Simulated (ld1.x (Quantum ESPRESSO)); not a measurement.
# What one change does to a pseudopotential (Nb, TM)

ld1.x (Quantum ESPRESSO) 7.5 input, shortened:

```
&input
   title='Nb', zed=41., rel=1, dft='PZ', iswitch=3,
   config='[Kr] 4d4 5s1 5p0'
 /
 &inputp
   pseudotype=2, tm=.true., lloc=1,
   nlcc=.false.
 /
3
5S  1  0   1.00   0.00  3.30  3.30  0.0
4D  3  2   4.00   0.00  1.70  1.70  0.0
4P  2  1   6.00   0.00  1.20  1.20  0.0
 &test
   configts(1)='4p6 4d4 5s1 5p0'
 /
```

Change: wave 4p (bound): rc 1.20 bohr becomes 4p (bound): rc 0.98 bohr.

Cutoffs: the cutoffs (Ry, on a coarse ladder) from which the occupation-weighted sum of valence levels, in a spherical-Bessel basis at the reference potential, stays within 10 and 1 mRy of its value at 400 Ry; they do not see the model core or the augmentation charge, which bear on the density cutoff. Errors are all-electron minus pseudo energies relative to the spin-unpolarised reference configuration.

Task: Predict the effect on cutoff, ghosts and configuration errors.

Result: The potential gets harder (70 Ry and 120 Ry → 180 Ry and 300 Ry); both files keep a bound ghost (s); the number of tests that count goes from 9 to 8; of the 8 tests that both files solve, the error grows in 1 and shrinks in 1 by more than 15 % and 0.3 meV (median size 14.0 → 11.0 meV); the range in which the s phases agree narrows (upper end 2.6 → 1.1). A smaller radius makes the pseudo-wave follow the all-electron one further in, where it bends more sharply, so more plane waves are needed.

| quantity | base | changed |
| --- | --- | --- |
| cutoff, loose | 70 Ry | 180 Ry |
| cutoff, tight | 120 Ry | 300 Ry |
| loose cutoff by channel (10 mRy a level) | s 8 Ry, d 30 Ry, p 45 Ry | s 6 Ry, d 30 Ry, p 100 Ry |
| bound ghosts | s | s |
| tests counted (converged, no solver errors) | 9 of 9 | 8 of 9 |
| error for 4p6 4d4 5s0 5p0, meV [ΔE 6.92 eV] | -9.2 | -9.1 |
| error for 4p6 4d3 5s0 5p0, meV [ΔE 21.19 eV] | +13 | +13 |
| error for 4p6 4d2 5s0 5p0, meV [ΔE 46.13 eV] | +53 | +55 |
| error for 4p6 4d3 5s1 5p0, meV [ΔE 7.21 eV] | -15 | +6.6 |
| error for 4p6 4d4 5s0 5p1, meV [ΔE 3.05 eV] | +3.0 | +9.0 |
| error for 4p6 4d4.5 5s0.5 5p0, meV [ΔE 0.58 eV] | -4.9 | -4.2 |
| error for 4p6 4d4 5s1 5p0 (spin-polarised), meV [ΔE -2.61 eV] | +248 | +250 |
| error for 4p6 4d4 5s0 5p0 (spin-polarised), meV [ΔE 4.79 eV] | +234 | +237 |
| s: phases at 3.60 bohr within 0.05 rad from the reference energy up to (Ry; the scan ends near 5) | 2.6 | 1.1 |
| p: phases at 3.60 bohr within 0.05 rad from the reference energy up to (Ry; the scan ends near 5) | 3.0 | 2.8 |
| d: phases at 3.60 bohr within 0.05 rad from the reference energy up to (Ry; the scan ends near 5) | 4.4 | 4.3 |

Base: These tests converged, but a pseudo level misses the all-electron one widely, so the file describes the atom poorly there or has found another state: 4p6 4d2 5s0 5p0: empty 5s by 3.5 eV (a node warning on the way). Changed file: Tests not counted: 4p5 4d4 5s1 5p0 (solver errors, printed error -1.8 eV). These tests converged, but a pseudo level misses the all-electron one widely, so the file describes the atom poorly there or has found another state: 4p6 4d2 5s0 5p0: empty 5s by 5.3 eV. A true bound ghost makes a file unfit for plane-wave use even where its test errors are small: the radial tests pick states by their node count and pass the ghost by. Where a test does run into it, the solver fails or the error is huge.
